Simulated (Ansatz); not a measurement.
Ligand exchange: Si(CH3)2Cl2 + SiH3(CH3) → Si(CH3)2(SiH3)Cl + CH3Cl

Species: Si(CH3)2Cl2 (dichlorodimethylsilane), singlet; SiH3(CH3) (methylsilane), singlet; Si(CH3)2(SiH3)Cl, singlet; CH3Cl (chloromethane) `CCl`, singlet. The partners trade Cl for SiH3: Si–Cl and C–SiH3 bonds give way to Si–SiH3 and C–Cl.

Shapes, held fixed at every level: PBE0-D4/def2-TZVP. Programs: Ansatz 0.2.0. Electronic energies: no zero-point or thermal term.

```tsv
level	kind	ΔE (kJ/mol)	less CCSD(T)/CBS estimate
HF/def2-TZVPP	Hartree–Fock	+185.3	+7.2
PBE-D4/def2-TZVPP	GGA	+160.8	-17.3
r2SCAN-D4/def2-TZVPP	meta-GGA	+178.6	+0.5
B3LYP-D4/def2-TZVPP	global hybrid	+172.4	-5.7
wB97X-V/def2-TZVPP	range-separated hybrid	+174.9	-3.2
CCSD/def2-TZVPP	coupled cluster or CI	+178.3	+0.2
CCSD(T)/CBS estimate	coupled cluster or CI	+178.1	0.0
```

The highest level, CCSD(T)/CBS estimate, gives ΔE = +178.1 kJ/mol; the levels span +160.8 to +185.3. The column of differences is taken from that level and isn't an error. No measured value is set beside it here. The CBS estimate extrapolates MP2 from def2-TZVPP and def2-QZVPP and adds CCSD(T) − MP2 in the triple-zeta set, cores frozen.
